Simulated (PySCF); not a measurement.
A run that did not reach its result, on `N#C[C@@H]1OC[C@H](C(F)F)O1` (driver script around PySCF, density fitting, GFN2-xTB geometry as the base; each input is a line of settings and coordinates in Å).

Command:
```bash
OMP_NUM_THREADS=1 python probes_run.py task.json out
```
Input:
```
{"job": {"kind": "j", "xc": "mPW1PW91", "basis": "pcX-1", "scf": {"conv": 1e-15, "max_cycle": 89}}, "charge": 1, "multiplicity": 1}
N      2.717490    -0.646806     1.455334
C      2.149065    -0.463593     0.482825
C      1.398044    -0.219706    -0.757776
O      1.032372     1.119032    -0.898203
C     -0.177201     1.262188    -0.184218
C     -0.831406    -0.134763    -0.291175
C     -1.393021    -0.658005     1.039693
F     -2.588926    -0.072689     1.283984
F     -0.599775    -0.352056     2.087235
O      0.198934    -0.971499    -0.772718
H      2.017946    -0.518577    -1.614254
H      0.017372     1.522370     0.863459
H     -0.759381     2.048005    -0.663380
H     -1.654529    -0.157147    -1.016447
H     -1.531398    -1.748765     1.021282
```

Output:
```
KeyError: 'Element h (Z=1) not found in basis pcX-1 version 1'
```

Problem. What went wrong, and what mends it?

Solution. The basis pcX-1 in the Basis Set Exchange has no functions for hydrogen, so the input was refused before any integral. The charge was set to +1 in place of 0. Choose a basis that covers all elements. The run gave no result.
